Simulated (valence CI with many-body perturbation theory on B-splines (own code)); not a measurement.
## Pb X: fill in the table

Level of theory: valence CI with perturbative core correlation (CI+MBPT): five valence electrons over a frozen Dirac-Fock core [Xe] 4f14, radial functions for each j: 7 s, 7 p, 8 d, 6 f, 4 g, 1 h, with the one-electron correlation potential Σ1, the two-electron term Σ2, the three-electron term Σ3, Breit, model QED; selected CI, second order for the rest, scaled by the run's own slope (own B-spline code, finite nucleus).

No measured levels were compared; by estimate terms of the open shell hold to 2 to 4 % of their energy, and close levels can change places. Core correlation moves these levels by up to 17000 cm⁻¹, and in measured spectra 5 to 20 % of such shifts remained as error; rates that hang on mixing are uncertain with them. Among the levels kept, up to 940 cm⁻¹ of a level comes from second order outside the variational space, and about a tenth of that is noise between levels of different J, which matters for small intervals. Only levels of the ground parity were solved; by the run's estimate the other parity begins above the list, which can be wrong where configurations are misplaced.

| Level | E (cm⁻¹) |
| --- | --- |
| (5d3/2^4 5d5/2) J=5/2 [a] | 0.0 |
| (5d3/2^4 5d5/2) J=5/2 [b] | ? |
| (5d3/2^3 5d5/2^2) J=7/2 [a] | 33218 |
| (5d3/2^3 5d5/2^2) J=3/2 [a] | 34576 |
| (5d3/2^3 5d5/2^2) J=11/2 | 35982 |
| (5d3/2^3 5d5/2^2) J=9/2 | 38896 |
| (5d3/2^3 5d5/2^2) J=5/2 | 39234 |
| (5d3/2^3 5d5/2^2) J=1/2 | 42158 |
| (5d3/2^3 5d5/2^2) J=7/2 [b] | ? |
| (5d3/2^2 5d5/2^3) J=5/2 [a] | ? |
| (5d3/2^2 5d5/2^3) J=7/2 [a] | ? |
| (5d3/2^2 5d5/2^3) J=11/2 | ? |
| (5d3/2^3 5d5/2^2) J=3/2 [b] | 58891 |
| (5d3/2^2 5d5/2^3) J=1/2 [a] | ? |
| (5d3/2^2 5d5/2^3) J=9/2 [a] | 60957 |
| (5d3/2^2 5d5/2^3) J=3/2 [a] | 63721 |
| (5d3/2^2 5d5/2^3) J=13/2 | 64399 |
| (5d3/2^2 5d5/2^3) J=5/2 [b] | 66466 |
| (5d3/2^2 5d5/2^3) J=9/2 [b] | 73799 |
| (5d3/2^2 5d5/2^3) J=7/2 [b] | 75474 |

Levels are named by their leading jj configuration (3d3/2^4 stands for four electrons in 3d with j = 3/2), which in mixed levels can hold well under half, so a name can repeat and another be missing. Letters in brackets count levels of one name in rising energy.

(1) The levels stand in rising order. What does the calculation give for the missing energies?

Results:

(1) (5d3/2^4 5d5/2) J=5/2 [b] 20533; (5d3/2^3 5d5/2^2) J=7/2 [b] 48451; (5d3/2^2 5d5/2^3) J=5/2 [a] 51590; (5d3/2^2 5d5/2^3) J=7/2 [a] 56478; (5d3/2^2 5d5/2^3) J=11/2 57927; (5d3/2^2 5d5/2^3) J=1/2 [a] 60490.
